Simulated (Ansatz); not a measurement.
A nudged elastic band was laid between two geometries of FH₅NOSi (9 atoms, charge 1, multiplicity 1).

Computed with RKS PBE-D4/def2-SVP in Ansatz 0.2.0.

```json
{"movable images": "5", "climbing image": "yes", "spring": "5.0 eV/Å²", "optimiser": "quadratic models (default)", "start path": "through a guess of the saddle point", "force threshold": "0.05 eV/Å", "iteration limit": "60", "end points": "relaxed"}
```

Initial state:

```xyz
9
Properties=species:S:1:pos:R:3
N -0.837 1.031 -0.589
Si 0.426 0.448 0.344
O 0.420 -1.411 0.028
F 0.179 0.272 1.925
H -1.826 0.976 -0.322
H -0.673 1.714 -1.336
H 1.790 0.856 -0.038
H -0.023 -1.811 -0.753
H 0.545 -2.075 0.742
```

Final state:

```xyz
9
Properties=species:S:1:pos:R:3
N -0.836 1.033 -0.591
Si 0.425 0.449 0.343
O 0.419 -1.411 0.031
F 0.174 0.268 1.923
H -1.825 0.974 -0.328
H -0.672 1.719 -1.336
H 1.791 0.856 -0.036
H 0.529 -2.073 0.751
H -0.005 -1.815 -0.758
```

(1) What changes between the two ends?

(2) Give the energies along the band, and the barrier.

(3) What is the geometry of the highest image?

(4) What are the harmonic wavenumbers there?

The band took 18 iterations and roughly 4 core-minutes.

Answers

(1) No bond is made or broken. The dihedral F4–Si2–O3–H9 goes from -18 to 140°. The two ends are copies of one structure, up to a mirror image or an exchange of like atoms.

(2) It converged. The highest image is number 3 of 0 to 6, 5.2 kJ/mol above the ends, which have the same energy within 2 meV. A vibrational analysis at the climbing image gives one clearly imaginary mode, 168i cm⁻¹: a first-order saddle point.

| image | path coordinate (Å) | energy (kJ/mol) | dihedral F4–Si2–O3–H9 (°) |
| --- | --- | --- | --- |
| 0 | 0.00 | 0.0 | -18 |
| 1 | 0.55 | 0.8 | -12 |
| 2 | 1.10 | 3.5 | 6 |
| 3 | 1.64 | 5.2 | 27 |
| 4 | 2.36 | 3.2 | 63 |
| 5 | 3.08 | 0.9 | 100 |
| 6 | 3.80 | 0.0 | 140 |

(3) 
```xyz
9
Properties=species:S:1:pos:R:3
N -0.932 1.165 -0.462
Si 0.379 0.429 0.263
O 0.350 -1.451 -0.067
F 0.213 0.269 1.855
H -1.852 1.258 -0.020
H -0.881 1.618 -1.380
H 1.726 0.698 -0.278
H 1.117 -1.925 -0.460
H -0.119 -2.060 0.549
```

(4) 168i, 215, 242, 281, 336, 363, 440, 497, 656, 690, 790, 849, 912, 1028, 1474, 1562, 2320, 3485, 3580, 3588, 3676 cm⁻¹.

Time of the run: 4.4 min on 1 thread of AMD EPYC (Zen 3), on a shared host, peak memory 0.13 GiB.
